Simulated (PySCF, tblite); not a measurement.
Isomers of C3H10N2Si. Computed values, GFN2-xTB/tblite, gas phase, harmonic and unscaled. This tight-binding method is rough: wavenumbers can miss measured ones by several per cent, in bad cases by 10 to 20. Modes of hydrogen on silicon can be 10 to 20 % off. One conformer each.

Electronic energies: PBE0/pcSseg-1 single points on the GFN2-xTB geometries (PySCF, gas phase).

| SMILES | electronic energy, lowest = 0 (kJ/mol) |
| --- | --- |
| [SiH3]N1CCCN1 | 66.7 |
| C=NNCC[SiH3] | 129.0 |
| NN([SiH3])C1CC1 | 144.5 |
| C=N[SiH2]N(C)C | 0.0 |

Problem. How do GFN2-xTB zero-point energies change the relative energies?

Solution. 
```tsv
SMILES	ZPE (kJ/mol)	of it from modes above 1550 cm⁻¹	electronic (kJ/mol)	with ZPE, lowest = 0 (kJ/mol)	lowest mode (cm⁻¹)	rings
C=N[SiH2]N(C)C	331.6	177.6	0.0	0.0	48	0
[SiH3]N1CCCN1	338.6	166.5	66.7	73.8	73	1
C=NNCC[SiH3]	327.3	177.2	129.0	124.8	62	0
NN([SiH3])C1CC1	331.9	180.4	144.5	144.9	63	1
```

The zero-point energies span 11.3 kJ/mol, from `C=NNCC[SiH3]` to `[SiH3]N1CCCN1`. The order is unchanged.

Problem. And how do the electronic energies of GFN2-xTB itself compare?

Solution. `C=N[SiH2]N(C)C` 0.7; `[SiH3]N1CCCN1` 0.0; `C=NNCC[SiH3]` 139.1; `NN([SiH3])C1CC1` 104.0 kJ/mol, lowest = 0. Against the energies above, taken from the same isomer `C=N[SiH2]N(C)C`, the largest difference is 67.4 kJ/mol.

Problem. What do entropy and thermal enthalpy add at 298.15 K and 1 bar (rigid rotor, harmonic oscillator, one conformer each)?

Solution. 
```
         SMILES  point group  symmetry number  S (J/(mol K))  H − H(0) (kJ/mol)  ZPE + H − H(0) − TS (kJ/mol)
 C=N[SiH2]N(C)C           C1                1          389.3              26.71                         242.2
  [SiH3]N1CCCN1           C1                1          351.5              21.71                         255.6
   C=NNCC[SiH3]           C1                1          380.9              25.25                         239.0
NN([SiH3])C1CC1           C1                1          364.9              23.88                         247.0
```
